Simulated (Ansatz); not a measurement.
Consider the redistribution: `[AlH2][SiH2]BC[SiH3]` + `C[O][AlH2]` → `CB[SiH2][AlH2]` + `[AlH2][O]C[SiH3]`.

Isolated molecules relaxed with PBE0-D4/def2-TZVP in Ansatz; ΔE leaves out vibrations. CCSD(T)/CBS is the MP2 limit (def2-TZVPP, def2-QZVPP) plus CCSD(T) − MP2 in def2-TZVPP, frozen cores. DFT in def2-TZVPP. One conformer a species, not always the lowest.

```tsv
level	ΔE (kJ/mol)
r2SCAN	31.5
CCSD(T)/def2-TZVPP	34.0
```

Task: What does CCSD(T)/CBS give? (Best estimate.)

Result: Computed: +33.5 kJ/mol. The listed levels differ from it by -2.0, 0.5 kJ/mol.

Largest T1 diagnostic among the species: 0.014.

The D4 term adds +3.1 kJ/mol with B3LYP and +1.8 kJ/mol with PBE0; it sums over pairs of atoms, weighted by their polarisabilities, and B3LYP, whose exchange is more repulsive, gets the larger term. In def2-TZVPP, CCSD(T) changes the Hartree–Fock value by +5.8 kJ/mol (the triples alone add +1.2 kJ/mol) and MP2 by +9.3 kJ/mol.

B3LYP here is the variant with VWN-RPA as its local correlation; programs differ in this.
